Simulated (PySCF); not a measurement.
PySCF input for CdI2, SMILES [I][Cd][I], r2SCAN-D4/def2-SVP. Coordinates come from a r2SCAN-D4/def2-SVP optimisation. The isomer is the one that the SMILES or the coordinates give; other isomers of the formula were not compared. The def2 effective core potentials stand for the cores of Cd, I; spin–orbit coupling is left out.

```python
import numpy as np
from pyscf import gto, scf, dft, df
from pyscf.hessian import thermo

mol = gto.M(
    atom='''
    Cd    0.00000000    0.00000000    0.00000000
    I     0.00000000    0.00000000   -2.59196547
    I     0.00000000    0.00000000    2.59196547
    ''',
    basis='def2-SVP',
    ecp={'Cd': 'def2-svp', 'I': 'def2-svp'},
    charge=0,
    spin=0,
    max_memory=1600,
    verbose=3,
)
mf = dft.RKS(mol, xc='r2scan').density_fit(auxbasis='def2-universal-jkfit')
mf.disp = 'd4'
mf.grids.level = 4
mf.conv_tol = 1e-11
mf.max_cycle = 100
mf.kernel()

# [left out here: the lines that compute and print the analytic Hessian (its translational invariance restored by hand, since the grid's response is missing), thermochemistry and intensities]
```

It prints:

```
converged SCF energy = -763.531451605423

WARN: MGGA Hessian is sensitive to dft grids. grids.level 4 may not be dense enough.


WARN: DFTD4 does not support analytical Hessian, using finite difference.


WARN: Mole.unit (angstrom) is changed to Bohr

Mode                                 0                   1                   2
Irrep
Freq [cm^-1]                       52.1461             52.1461            149.0583
Reduced mass [au]                 116.4972            116.4972            126.9045
Force const [Dyne/A]                0.1866              0.1866              1.6613
Char temp [K]                      75.0266             75.0266            214.4617
Normal mode                   x     y     z       x     y     z       x     y     z
       0  Cd                 0.08  0.00 -0.00   -0.00  0.08 -0.00   -0.00 -0.00  0.00
       1   I                -0.03 -0.00  0.00    0.00 -0.03  0.00    0.00  0.00  0.06
       2   I                -0.03 -0.00 -0.00    0.00 -0.03  0.00    0.00  0.00 -0.06
Mode                                 3
Irrep
Freq [cm^-1]                      268.7290
Reduced mass [au]                 116.4972
Force const [Dyne/A]                4.9567
Char temp [K]                     386.6412
Normal mode                   x     y     z
       0  Cd                -0.00 -0.00 -0.08
       1   I                 0.00  0.00  0.03
       2   I                 0.00  0.00  0.03
temperature 298.1500 [K]
pressure 101325.00 [Pa]
Rotational constants [GHz] inf 0.29638 0.29638
Symmetry number 2
Zero-point energy (ZPE) 0.00119 [Eh]   3122.728 [J/mol]
                           tot       elec      trans        rot        vib
Entropy [J/mol/K]       325.213      0.000    182.369     85.284     57.560
Cv [J/mol/K]             52.534      0.000     12.472      8.314     31.748
Cp [J/mol/K]             60.848      0.000     20.786      8.314     31.748
Internal energy [J/mol]                      3718.434   2478.956  10385.975
Internal energy [Eh]   -763.52514  -763.53145
Enthalpy [J/mol]                             6197.391   2478.956  10385.975
Enthalpy [Eh]          -763.52419
Gibbs free energy [J/mol]                  -48175.995 -22948.360  -6775.532
Gibbs free energy [Eh] -763.56112
static polarisability / bohr^3: [[ 52.744   0.     -0.   ]
 [  0.     52.744  -0.   ]
 [  0.      0.    148.778]]
largest difference of analytic and finite-field dipole derivatives / e: 0.002887177175136424
mode   freq/cm-1   IR/(km/mol)   Raman/(A^4/amu)   depolarisation
   1       52.15         2.965             0.000            0.546
   2       52.15         2.965             0.000            0.550
   3      149.06         0.000            17.031            0.280
   4      268.73        35.512             0.000            0.499
max |gradient| / (hartree/bohr): 3.789794581912305e-05
APT charges: [ 0.8847 -0.4446 -0.4446]
```

Self-consistency was reached.

Cost: roughly 6 core-minutes.
